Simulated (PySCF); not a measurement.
## Gas-phase thermal properties of Pb2O2

Method: PySCF energies plus ideal-gas RRHO corrections (1 bar). All species are closed-shell singlets. Pb: scalar-relativistic def2 core potential, no spin-orbit coupling. Pb2O2: computed as isolated molecules; such fragments, hydroxides, amides, oligomers or adducts are transient or little studied in the gas. The harmonic model lacks anharmonicity and excited electronic states, which grow with temperature; levels with a mode under 35 cm⁻¹ are left out. Soft modes under 120 cm⁻¹ make the harmonic entropy rough for Pb2O2.

```tsv
level	point group	σ	ZPE (kJ/mol)	S°298 (J/mol/K)	Cp298 (J/mol/K)	S°1000 (J/mol/K)	H1000 − H298 (kJ/mol)
PBE/def2-SVP	D2h	4	12.7	337.5	71.3	432.1	55.5
PBE0/def2-TZVP	D2h	4	13.9	331.7	69.8	425.4	55.1
```
σ: rotational symmetry number. Electronic degeneracy used: 1. Frequencies are unscaled.
